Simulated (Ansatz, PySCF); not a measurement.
Reaction R1 + R2 → P1 + P2, each structure at its B3LYP-D3(BJ)/def2-TZVP stationary point, reached from a drawn start (curvature not checked).
R1: H2O (SMILES O), charge 0, multiplicity 1.
P1, NH3 (SMILES N) (charge 0, multiplicity 1, Z-matrix in Å and degrees):
```
N
H 1 1.0136
H 1 1.0136 2 107.33
H 1 1.0136 2 107.33 3 -115.10
```
P2, H6OSi2 (SMILES [SiH3]O[SiH3]) (charge 0, multiplicity 1):
```xyz
9

Si     1.546    -0.323     0.050
O     -0.014    -0.181    -0.426
Si    -1.548     0.295    -0.114
H      2.309    -0.964    -1.042
H      2.115     1.016     0.335
H      1.632    -1.154     1.273
H     -2.070    -0.416     1.077
H     -2.383    -0.028    -1.290
H     -1.587     1.755     0.138
```
R2: H7NSi2 (SMILES [SiH3]N[SiH3]), charge 0, multiplicity 1.

P less R. No zero-point or thermal terms.

Correlated levels freeze the cores. CBS: X⁻³ extrapolation of the correlation energy, Hartree–Fock from the larger set.

The values were computed with Ansatz (a program for electronic structure); PySCF for M06-2X and the D3/D4 terms. Each number belongs to the level named beside it.

```tsv
level	reaction energy (kcal/mol)
BLYP/def2-TZVPP	-23.52
revPBE/def2-TZVPP	-20.58
r2SCAN-D4/def2-TZVPP	-22.27
B97M-V/def2-TZVPP	-23.26
B3LYP-D3(BJ)/def2-TZVPP	-22.44
M06-2X/def2-TZVPP	-22.25
wB97M-V/def2-TZVPP	-21.76
SCS-MP2/cc-pV(D+d)Z	(withheld)
CCSD(T)/CBS(cc-pV(T+d)Z, cc-pV(Q+d)Z)	(withheld)
```

### Question
Complete the blanks.

### Answer

- SCS-MP2/cc-pV(D+d)Z, reaction energy (kcal/mol): -20.97
- CCSD(T)/CBS(cc-pV(T+d)Z, cc-pV(Q+d)Z), reaction energy (kcal/mol): -21.99
